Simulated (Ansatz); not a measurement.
```xyz
11

C    -0.6358    1.5675   -0.2973
Si   -0.8764   -0.2810   -0.1227
Si    1.1262   -1.3026    0.5215
Br    2.6931   -0.7036   -0.9607
H    -0.3542    2.0150    0.6582
H    -1.5558    2.0450   -0.6413
H     0.1545    1.7803   -1.0201
H    -1.2993   -0.8912   -1.4131
H    -1.9153   -0.5940    0.9000
H     1.6010   -0.8489    1.8548
H     1.0621   -2.7864    0.5209
```

Total charge 0; spin multiplicity 1.

Task: List the PBE/def2-TZVPP orbital energies in eV (Ansatz 0.2.0). (Estimate.)

Result: Computed: Occupied: -13088.81, -1780.39, -1779.60, -1681.94, -1516.32, -1516.25, -1516.25, -268.88, -228.73, -170.90, -170.69, -170.69, -138.07, -137.37, -94.88, -94.77, -94.76, -94.11, -94.09, -94.08, -67.56, -67.50, -67.50, -67.35, -67.35, -19.28, -17.55, -13.69, -12.16, -10.29, -10.24, -9.10, -9.07, -8.25, -8.14, -7.90, -7.06, -6.63. Lowest empty: -1.50, -0.76, -0.18, 0.26, 0.51, 0.93, 1.04, 1.54.
